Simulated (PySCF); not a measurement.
Geometry:
```csv
atom,x (Å),y (Å),z (Å)
Si1,-0.003,0.000,0.001
N2,-0.065,0.022,1.738
C3,0.195,1.207,2.511
C4,-0.223,-1.169,2.527
H5,-0.630,1.423,3.219
H6,0.302,2.079,1.849
H7,1.122,1.125,3.115
H8,-0.506,-2.018,1.890
H9,0.701,-1.447,3.074
H10,-1.022,-1.045,3.285
N11,1.630,-0.072,-0.587
C12,2.755,0.386,0.181
C13,1.955,-0.436,-1.940
H14,3.569,-0.366,0.186
H15,2.464,0.560,1.226
H16,3.189,1.328,-0.212
H17,1.054,-0.780,-2.470
H18,2.384,0.409,-2.517
H19,2.699,-1.257,-1.975
N20,-0.803,1.462,-0.490
C21,-2.014,1.932,0.129
C22,-0.402,2.219,-1.644
H23,-1.916,2.981,0.473
H24,-2.258,1.314,1.006
H25,-2.883,1.900,-0.560
H26,0.568,1.866,-2.018
H27,-1.132,2.149,-2.477
H28,-0.291,3.294,-1.402
N29,-0.775,-1.410,-0.657
C30,-0.145,-2.703,-0.684
C31,-2.150,-1.420,-1.076
H32,-0.647,-3.435,-0.019
H33,0.905,-2.622,-0.364
H34,-0.153,-3.139,-1.703
H35,-2.545,-0.395,-1.126
H36,-2.259,-1.865,-2.084
H37,-2.804,-2.002,-0.394
```

How the numbers were obtained: PBE0-D3(BJ)/def2-SVP geometry, NMR shieldings at KT2/pcSseg-1/GIAO, in PySCF 2.14.0 with density-fitted response routines (gas phase, single conformer, averaged over atoms made equivalent by symmetry, fast rotation or ring inversion, no relativistic terms).

References, each an isolated molecule treated in the same way: TMS for 13C and 1H and 29Si; 15N against NH3.

```
                                                                                     atoms  nucleus  count  δ (ppm)
                                                                            N2/N11/N20/N29      15N      4     37.9
                                                             C3/C4/C12/C13/C21/C22/C30/C31      13C      8        ?
H5/H6/H7/H8/H9/H10/H14/H15/H16/H17/H18/H19/H23/H24/H25/H26/H27/H28/H32/H33/H34/H35/H36/H37       1H     24     2.55
                                                                                       Si1     29Si      1        ?
```

**Question.** Complete the table.

**Answer.** 
- C3/C4/C12/C13/C21/C22/C30/C31: 39.8 ppm, carbon bonded to N, 3 H
- Si1: -31.7 ppm, silicon bonded to 4 N

Shifts are as computed. Against solution values, carbons near 30 ppm lie about +2 ppm off and those near 130 ppm about -5 ppm (rms about the fit 1.2 ppm; single classes can miss by 10 ppm). Of 1328 compounds with measured shifts, 309 miss one by over three times the rms of a fit or turn the order of signals round; such compounds aren't used in these exercises. Signals without a measured value on file couldn't be tested in this way. Experimental scales use liquid or dissolved standards, which lie at an offset from isolated NH3 (liquid NH3: subtract about 20 ppm).
